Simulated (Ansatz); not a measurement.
Born–Oppenheimer molecular dynamics of H5NO2Si (9 atoms, charge 0, multiplicity 1). It starts from a relaxed structure.

These are results of RKS PBE-D4/def2-SVP (Ansatz 0.2.0), not measurements.

- ensemble: NVE (velocity Verlet)
- time step: 0.5 fs
- steps asked: 150
- starting velocities drawn for: 200 K
- seed: 9527

First frame:

```xyz
9
Properties=species:S:1:pos:R:3
Si -0.189 -0.133 0.111
N 0.165 -0.156 1.800
H -0.452 -0.693 2.414
H 0.496 0.692 2.268
O 1.201 -0.033 -0.829
H 1.882 -0.688 -0.598
O -1.055 1.228 -0.338
H -0.837 1.551 -1.231
H -0.955 -1.401 -0.141
```

How far do the bonds stretch over the last three quarters of this one trajectory? (Pairs bonded in most of those frames.)


| bond | mean (Å) | spread (Å) | shortest | longest |
| --- | --- | --- | --- | --- |
| Si1–N2 | 1.724 | 0.013 | 1.70 | 1.74 |
| Si1–O5 | 1.688 | 0.017 | 1.66 | 1.71 |
| Si1–O7 | 1.680 | 0.016 | 1.65 | 1.70 |
| Si1–H9 | 1.505 | 0.029 | 1.46 | 1.55 |
| N2–H3 | 1.023 | 0.006 | 1.01 | 1.04 |
| N2–H4 | 1.023 | 0.007 | 1.01 | 1.04 |
| O5–H6 | 0.973 | 0.004 | 0.96 | 0.98 |
| O7–H8 | 0.974 | 0.012 | 0.95 | 0.99 |

Mean temperature of the second half: 107 K. The conserved energy stayed within 0.064 meV per atom of its start (net change 0.029 meV per atom), so the integration is sound. Over the second half the temperature averaged 0.53 of the 200 K drawn at the start: a run that starts near a minimum puts about half its kinetic energy into the potential. A run of 0.075 ps of so small a system gives no equilibrium averages.

Run time: 3.7 min on 1 thread of Intel(R) Xeon(R) Platinum 8488C (Sapphire Rapids), on a shared host, peak memory 0.13 GiB.
